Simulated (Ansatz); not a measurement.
`[PH2][SnH2][SH]` and `[F][SnH2][SH]` differ in one atom or group.

Ansatz, PBE0-D4/def2-TZVP geometries, multiplicity 1. Each molecule was computed in one conformer, which needn't be the lowest.

Elements past krypton have def2 core potentials.

```tsv
property	`[PH2][SnH2][SH]`
LUMO energy (PBE0/def2-TZVPP) / eV	-0.73
HOMO energy (ωB97M-V/def2-TZVPP) / eV	-9.35
zero-point energy (PBE0-D4/def2-TZVP) / kJ/mol	105.1
HOMO energy (B3LYP/def2-TZVPP) / eV	-6.96
HOMO energy (PBE0/def2-TZVPP) / eV	-7.22
size of the dipole moment (ωB97M-V/def2-TZVPP) / D	1.91
```

**Question.** What does the change do to each property? (Best estimate.)

**Answer.** Ansatz gave: 
| property | `[F][SnH2][SH]` | shift |
| --- | --- | --- |
| LUMO energy (PBE0/def2-TZVPP) / eV | -0.91 | -0.18 |
| HOMO energy (ωB97M-V/def2-TZVPP) / eV | -10.09 | -0.74 |
| zero-point energy (PBE0-D4/def2-TZVP) / kJ/mol | 65.3 | -39.8 |
| HOMO energy (B3LYP/def2-TZVPP) / eV | -7.63 | -0.67 |
| HOMO energy (PBE0/def2-TZVPP) / eV | -7.89 | -0.67 |
| size of the dipole moment (ωB97M-V/def2-TZVPP) / D | 2.55 | 0.64 |

With PBE0 the HOMO falls by 0.67 eV and the LUMO falls by 0.18 eV, so the gap widens by about 0.49 eV. PBE moves the HOMO by -0.61 eV and ωB97M-V by -0.74 eV. The zero-point energy changes by -39.8 kJ/mol with -6 modes. Dipoles are sizes alone; their direction can turn.

B3LYP here is the variant with VWN-RPA as its local correlation; programs differ in this.
